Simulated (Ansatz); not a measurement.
Input file for Ansatz (a quantum-chemistry and plane-wave program): U-CAM-B3LYP/def2-TZVPP on H (SMILES [H]).

Ansatz 0.2 input:
```yaml
crystal:
  periodic: [false, false, false]
  atoms:
    - {symbol: H, position_ang: [0.00000000, 0.00000000, 0.00000000]}
basis:
  gaussian:
    orbitals: def2-TZVPP
hamiltonian:
  xc: {name: CAM-B3LYP}
magnetization: {spin_polarized: true, initial_magnetization: 1}
```

The log:

```
WARN ansatz: RAYON_NUM_THREADS=4 ignored (pool sized by the plan → 4); use --threads N
Functional definition: CAM-B3LYP
integrals: 0.00 GiB planned
59 factors; their error is unknown
integrals: 0.04 GiB planned
21 factors; integrals over basis functions are off by at most 8.0e-5 eV
mean field: 0.04 GiB planned
mean field evaluation 1: about -13.5650 eV, gradient 7.4e-1 eV
mean field evaluation 2: about -13.5731 eV, gradient 1.3e-1 eV
mean field evaluation 4: about -13.5734 eV, gradient 6.8e-3 eV
mean field evaluation 8: about -13.5733 eV, gradient 1.6e-5 eV
mean field -13.57328253 eV, -0.4988089326 hartree, gradient 1.6e-5 eV, S^2 0.750000; 0 other end points of the search recorded, 0 dependent functions left out
reference -13.57333621 eV, -0.4988109053 hartree; 1, 0 occupied and 13, 14 virtual orbitals, 59 factors
Total energy: -13.57333621 eV, -0.4988109053 hartree
```

Self-consistency was reached.

Cost: roughly 0.13 core-seconds.
